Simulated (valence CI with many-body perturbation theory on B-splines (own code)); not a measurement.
Au64+ in brief

Computed by valence CI with perturbative core correlation (CI+MBPT): five valence electrons over a frozen Dirac-Fock core [Ne], radial functions for each j: 9 s, 9 p, 8 d, 6 f, 3 g, 1 h, with the one-electron correlation potential Σ1 (screened to all orders), the two-electron term Σ2, the three-electron term Σ3, Breit, model QED; selected single and double excitations, second order for the rest (own B-spline code, finite nucleus).

The last digits are not significant, and no measured levels were compared; by estimate large intervals hold to a few tenths of a per cent, small ones and those within an open d or f shell to about a per cent. Among the levels kept, up to 640 cm⁻¹ of a level comes from second order outside the variational space, and about a tenth of that is noise between levels of different J, which matters for small intervals.

Levels are named by their leading jj configuration (3d3/2^4 stands for four electrons in 3d with j = 3/2), which in mixed levels can hold well under half, so a name can repeat and another be missing.

Rates and lifetimes use the calculated energies. Strong lines usually hold to 10 to 20 %, long lifetimes can be off by a factor of two.

(1) What is the ground level?

(2) Where does the other parity begin?

(3) What is the ionisation energy?

(4) Among levels below 1152.3 eV, which E1 lines absorb most strongly from the ground level?

(5) Name the longest-lived excited levels whose lifetime is computed, and their main decay.

Answers

(1) (3s^2 3p1/2^2 3p3/2) J=3/2, composition 48 % 3s²3p³ ²P° + 27 % 3s²3p³ ²D° + 24 % 3s²3p³ ⁴S°, g = 1.334.

(2) At (3s^2 3p1/2^2 3d3/2) J=3/2, 249.9 eV.

(3) 7132.7 eV; NIST lists 7130 ± 24 eV (theoretical).

(4) to (3s^2 3p1/2 3p3/2 3d3/2) J=3/2 at 1.594 nm, f = 0.395; to (3s^2 3p1/2 3p3/2 3d3/2) J=5/2 at 1.621 nm, f = 0.309; to (3s^2 3p1/2 3p3/2 3d3/2) J=1/2 at 1.597 nm, f = 0.137.

(5) (3s^2 3p1/2 3p3/2 3d5/2) J=9/2 at 843.0 eV lives 48.7 ns, mostly by E2 to (3s^2 3p1/2^2 3d5/2) J=5/2; (3s^2 3p1/2 3p3/2^2) J=5/2 at 484.5 eV lives 2.11 ns, mostly by E1 to (3s^2 3p1/2^2 3d3/2) J=3/2; (3s^2 3p1/2 3p3/2^2) J=1/2 at 501.3 eV lives 1.71 ns, mostly by M1 to (3s^2 3p1/2^2 3p3/2) J=3/2.
